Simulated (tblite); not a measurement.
C4H12N2Si3.
Numbering: `[CH3:1][SiH2:2][N:3]([SiH3:4])[SiH2:5]/[CH:6]=[CH:7]\[C:8]#[N:9]` (hydrogens: H10, H11, H12 on C1; H13, H14 on Si2; H15, H16, H17 on Si4; H18, H19 on Si5; H20 on C6; H21 on C7)

Structure optimised with GFN2-xTB, isolated species.

Q: What internal coordinates does the optimisation give?

A: 
| bond | length (Å) | order |
| --- | --- | --- |
| C1–Si2 | 1.889 | single |
| Si2–N3 | 1.752 | single |
| N3–Si4 | 1.749 | single |
| N3–Si5 | 1.741 | single |
| Si5–C6 | 1.885 | single |
| C6=C7 | 1.333 | double |
| C7–C8 | 1.407 | single |
| C8≡N9 | 1.148 | triple |
| C1–H10, C1–H11, C1–H12 | 1.085 | single |
| Si2–H13, Si2–H14 | 1.469 | single |
| Si4–H15, Si4–H16, Si4–H17 | 1.463 | single |
| Si5–H18, Si5–H19 | 1.466 | single |
| C6–H20 | 1.082 | single |
| C7–H21 | 1.086 | single |

Bonds in one row agree within 0.01 Å and their mean is given. Orders are formal, as drawn. A selection of angles:
| angle | degrees |
| --- | --- |
| C1–Si2–N3 | 111.1 |
| Si2–N3–Si4 | 118.6 |
| Si2–N3–Si5 | 120.7 |
| Si4–N3–Si5 | 120.7 |
| N3–Si5–C6 | 107.5 |
| Si5–C6–C7 | 125.7 |
| C6–C7–C8 | 123.5 |
| C7–C8–N9 | 177.6 |

Dihedral angles: C1–Si2–N3–Si4 178° (antiperiplanar); Si2–N3–Si5–C6 -171° (antiperiplanar); N3–Si5–C6–C7 -114° (anticlinal); Si5–C6–C7–C8 0° (synperiplanar). The mirror-image conformer, all signs reversed, is as good.

The C–C distances run from 1.333 Å (C6=C7, drawn double) to 1.407 Å (C7–C8, drawn single), a spread of 0.074 Å. Of the pairs four or more bonds apart, Si5···H12 is among the closest relative to their van der Waals radii: 3.18 Å, 96 % of the sum of Bondi's values. Si2 (SiH2 silicon) is tetrahedral (angles from 107.7° to 111.1°). Si4 (SiH3 silicon) is tetrahedral (angles from 107.5° to 111.2°). Si5 (SiH2 silicon) is tetrahedral (angles from 106.0° to 111.7°). N3 (nitrogen bridging silicon atoms) is planar (angles 120.7°, 120.7° and 118.6°, sum 360.0°, 0.01 Å off the plane of its three neighbours).

Point group: C1 (no symmetry element, even within 0.4 Å). GFN2-xTB frequencies show an imaginary mode (22i cm⁻¹), so the point is no minimum at that level.

These are computed values.
